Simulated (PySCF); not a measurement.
Species: C6H11ClOSi2.
Structure used (GFN2-xTB), in Å, numbered top down from 1:
```xyz
21
C6H11ClOSi2 angstrom
C     -1.4409    0.9120    2.1960
C     -1.5868    0.6043    1.0489
C     -1.7436    0.2267   -0.3429
C     -1.6900   -1.3038   -0.4766
C     -0.2668   -1.7721   -0.1579
Si     0.8283   -0.4219   -0.9263
Cl     1.7538   -0.9439   -2.6436
O      1.9848    0.0721    0.0868
Si     2.9752    1.1271    0.8357
C     -0.5929    0.8175   -1.1799
H     -1.3254    1.1820    3.2032
H     -2.7126    0.6030   -0.6918
H     -1.9383   -1.5691   -1.5068
H     -2.4216   -1.7744    0.1826
H     -0.1264   -1.8080    0.9222
H     -0.1006   -2.7771   -0.5405
H      3.9551    0.2636    1.4856
H      2.1474    1.8849    1.7709
H      3.5608    1.9909   -0.1876
H     -0.9008    0.8712   -2.2245
H     -0.3675    1.8318   -0.8541
```

Computed at PBE0/pcSseg-1 (PySCF, non-relativistic), with Q(35Cl) = −0.0817 b, Q(17O) = −0.0256 b: Cl7, 35Cl (I = 3/2): χzz = -37.52 MHz, η = 0.034; O8, 17O (I = 5/2): χzz = -6.736 MHz, η = 0.087.

Q: Find the zero-field quadrupole resonance frequencies of 35Cl at Cl7.

A: From ν = (|χ|/2)√(1 + η²/3): ν = 18.76 MHz (silicon-bound chlorine). For 37Cl the ratio of quadrupole moments, 0.7881, gives 14.79 MHz.

Q: Find the zero-field quadrupole resonance frequencies of 17O at O8.

A: From the eigenvalues of H = χ/[4I(2I − 1)] × [3Iz² − I(I + 1) + η(Ix² − Iy²)], steps between neighbouring levels, labelled as for η = 0: ±1/2↔±3/2 1.019 MHz, ±3/2↔±5/2 2.018 MHz (siloxane oxygen).

Q: Apply the simplest Townes–Dailey estimate (no s hybridisation, no π bonding), ionic character = 1 − χzz/χ0, where χ0 is the coupling for one missing p electron along the bond: −109.74 MHz for 35Cl.

A: Cl7 on Si6: 1 − (-37.52)/(-109.74) = 0.66. In this model a purely covalent bond gives χ0 and a free halide ion gives zero; s hybridisation or π bonding, where present, is counted here as ionic character.

In a crystal, neighbours and librations shift these lines. Geometry: GFN2-xTB, one conformer, isolated molecule. GFN2-xTB bond lengths can be off by several hundredths of an ångström, more for odd bonds, and the gradients follow them. These gradients aren't converged with respect to the basis.
